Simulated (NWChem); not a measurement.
# CH4GeO, singlet; SMILES [OH][Ge][CH3]

```xyz
7

Ge     0.4111     0.1118     0.0001
C     -0.6503    -1.5909     0.0009
H     -0.4146    -2.1733    -0.8999
H     -1.7239    -1.3838     0.0309
H     -0.3691    -2.2064     0.8656
O     -1.0469     1.1986     0.0002
H     -0.7574     2.1256    -0.0025
```
Atoms are numbered in this order, from 1.

Results from NWChem. Pople sets run with spherical d functions. Low-valent species are run as closed-shell singlets; no triplet was tried in these runs. The geometry was optimised at B3LYP/6-31G* (spherical d). GIAO values for the isolated, static molecule; σ is the absolute isotropic shielding, δ = σ(reference) − σ with the isolated reference molecule computed at the same levels (13C: tetramethylsilane, 1H: tetramethylsilane, 17O: water).

```json
[
 {"level": "BHandHLYP/pcSseg-1", "σ Ge1 (ppm)": "339.9", "δ C2 (ppm)": "39.0", "δ H3 (rotor mean) (ppm)": "1.09", "δ O6 (ppm)": "315.7", "δ H7 (ppm)": "7.82"},
 {"level": "LDA (Slater exchange, VWN5)/pcSseg-1", "σ Ge1 (ppm)": "82.7", "δ C2 (ppm)": "45.6", "δ H3 (rotor mean) (ppm)": "1.37", "δ O6 (ppm)": "393.8", "δ H7 (ppm)": "9.87"},
 {"level": "PBE/pcSseg-1", "σ Ge1 (ppm)": "217.8", "δ C2 (ppm)": "40.8", "δ H3 (rotor mean) (ppm)": "1.24", "δ O6 (ppm)": "368.7", "δ H7 (ppm)": "9.35"},
 {"level": "B3LYP/6-311G**", "σ Ge1 (ppm)": "247.5", "δ C2 (ppm)": "40.2", "δ H3 (rotor mean) (ppm)": "1.14", "δ O6 (ppm)": "358.7", "δ H7 (ppm)": "8.60"}
]
```
